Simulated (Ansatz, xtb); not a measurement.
**GeH8O2Si2: which of two isomers lies lower**

Structure I: `O[Si@H]([GeH3])O[SiH3]`, a singlet. Structure II: `O[SiH2]O[SiH2][GeH3]`, a singlet. Both are isolated molecules in the gas phase, relaxed with PBE0-D4/def2-SVP; each stands in its lowest conformer found.

I (Å):

```
atom    x (Å)    y (Å)    z (Å)
  Ge   1.1111  -1.3494   1.3939
   O  -1.6640  -2.6565   0.3674
   O  -0.9494  -0.4323  -1.0726
  Si  -0.4165  -1.8335  -0.3598
  Si  -1.4646   1.1170  -0.7698
   H  -2.3210  -3.0576  -0.2106
   H   0.1764  -2.6433  -1.4648
   H   2.2670  -0.4707   0.8768
   H   1.7118  -2.6454   1.9691
   H   0.4057  -0.5898   2.5326
   H  -2.9322   1.1292  -0.4957
   H  -0.7408   1.6764   0.4135
   H  -1.1782   1.9540  -1.9687
```

II (Å):

```xyz
13

Ge    1.9719    1.1580   -2.6516
O     1.4261    0.8733    2.5127
O     0.8046   -0.3085    0.1260
Si    1.9713   -0.0792    1.2762
Si    0.3056   -0.0440   -1.4359
H     1.2272    1.7929    2.3159
H     2.3074   -1.3817    1.8964
H     3.1492    0.5443    0.5961
H    -0.9649    0.7426   -1.4171
H     0.0407   -1.3565   -2.0970
H     2.2739    2.5076   -1.9702
H     3.2873    0.3613   -2.7362
H     1.4818    1.4424   -4.0848
```

Quicker runs give these differences E(II) − E(I): GFN2-xTB +0.40 kcal/mol; HF/STO-3G +0.94 kcal/mol (at GFN2-xTB geometries); r2SCAN-D4/def2-SVP −0.62 kcal/mol (at GFN2-xTB geometries).

Question: Which of the two would you expect CCSD(T)/def2-SVP + ΔMP2/def2-TZVPP electronic energies to favour?

Answer: CCSD(T)/def2-SVP + ΔMP2/def2-TZVPP gives E(II) − E(I) = −0.58 kcal/mol, slightly favouring structure II, which is too small a margin to settle the true order.

The same difference at several levels:

```tsv
level	geometry	E(II) − E(I) (kcal/mol)	departure from the last row (kcal/mol)	job, with rough time for the two
GFN2-xTB	GFN2-xTB	+0.40	+0.98	optimisation, 0.39 s
HF/STO-3G	GFN2-xTB	+0.94	+1.53	single point, 0.48 s
r2SCAN-D4/def2-SVP	GFN2-xTB	−0.62	−0.03	single point, 3 s
PBE0-D4/def2-SVP	PBE0-D4/def2-SVP	−0.33	+0.25	optimisation, 2.4 min
HF/def2-SVP	PBE0-D4/def2-SVP	−0.60	−0.02	part of the CCSD(T) run
MP2/def2-SVP	PBE0-D4/def2-SVP	−0.38	+0.20	part of the CCSD(T) run
CCSD(T)/def2-SVP	PBE0-D4/def2-SVP	−0.37	+0.22	single point
CCSD(T)/def2-SVP + ΔMP2/def2-TZVPP	PBE0-D4/def2-SVP	−0.58		single point, 38 s
```

As drawn, both hold the same kinds of bond in the same numbers.

The largest departure from CCSD(T)/def2-SVP + ΔMP2/def2-TZVPP is that of HF/STO-3G, 1.53 kcal/mol. A small imaginary or near-zero mode remains, so no thermal terms are given. The last row adds to CCSD(T) the change of the MP2 difference between the two basis sets, here −0.22 kcal/mol.

The correlated steps freeze 21 core orbitals; the filled d shell of Ge is correlated, in a basis made for valence electrons. Run with Ansatz 0.2.0, xtb 6.7.1; the last row on 2 threads of Intel(R) Xeon(R) 6975P-C (Granite Rapids) on a shared host.
